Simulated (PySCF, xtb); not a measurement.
Cl2FHOSn, SMILES [OH][Sn]([F])([Cl])[Cl].

GFN2-xTB in xtb at its own geometry gives an orbital gap of 3.28 eV and a dipole moment of 1.00 D.

Geometry optimised at B3LYP-D3(BJ)/def2-SVP. The def2 effective core potentials stand for the cores of Sn; spin–orbit coupling is left out. One conformer was computed; it need not be the lowest.

Problem. What does PBE/def2-TZVP in PySCF give? (The exact figures need the calculation; the answer reports its results.)

Solution. gap 3.92 eV (levels -8.11 and -4.19 eV), dipole 1.01 D.
